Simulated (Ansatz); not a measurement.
Al, charge -1, triplet (a gas-phase anion, which may not be bound at this level).

Here is a job for Ansatz (a first-principles code).
Ansatz 0.2 input:
```yaml
crystal:
  periodic: [false, false, false]
  atoms:
    - {symbol: Al, position_ang: [0.00000000, 0.00000000, 0.00000000]}
basis:
  gaussian:
    orbitals: aug-cc-pVDZ
total_charge: -1
magnetization: {spin_polarized: true, initial_magnetization: 2}
correlation: {method: ccsd_t}
```

Task: What does this run give for the SCF-reference <S^2>, total energy, coupled-cluster correlation energy (without the perturbative part), MP2 correlation energy?

Result: 
The SCF-reference <S^2> is 2.017 and the total energy is -241.9361 Eh. The coupled-cluster correlation energy (without the perturbative part) comes out as -0.0593 Eh. The MP2 correlation energy comes out as -0.0418 Eh.

A gas-phase anion may not be bound at this level; its values then depend on the basis.
